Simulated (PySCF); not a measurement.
# How methods differ on the ionisation energy of Tl⁷⁶⁺

Tl⁷⁶⁺ [He] 2s2 2p1 (2P) → Tl⁷⁷⁺ [He] 2s2 (1S), as a difference of total energies. Computed with PySCF 2.14 in an uncontracted even-tempered set (18 s from 57 bohr⁻², ratio 2.2; 13 p from 74 bohr⁻², ratio 2.2; 5 d from 270 bohr⁻², ratio 2.4; 5 f from 410 bohr⁻², ratio 2.4; 4 g from 610 bohr⁻², ratio 2.4), with scalar relativity by spin-free X2C-1e. Correlated levels: nothing frozen; virtual orbitals above 40 to 60 times the deepest correlated orbital energy dropped. The calculations carry no spin-orbit coupling.

| method | ionisation energy (eV) |
| --- | --- |
| UHF | 21711.9 |
| LDA | 21699.5 |
| PBE | 21714.0 |
| PBE0 | 21713.7 |
| r2SCAN | 21718.3 |
| M06-L | 21717.4 |
| B2PLYP | 21714.6 |
| MP2 (all electrons) | 21712.0 |
| SCS-MP2 (all electrons) | 21711.7 |

A first-order spin-orbit estimate (lowest level to lowest level, LS coupling) adds 1350.3 eV.

For this ion Breit and QED terms and the two-electron picture change, all absent here, outweigh the differences among the correlated methods.

First order in ζ underestimates the shift of j = l − 1/2 levels at high Z.

For comparison: 23250 ± 110 eV (theoretical estimate listed by NIST; NIST Atomic Spectra Database, ionization energies).
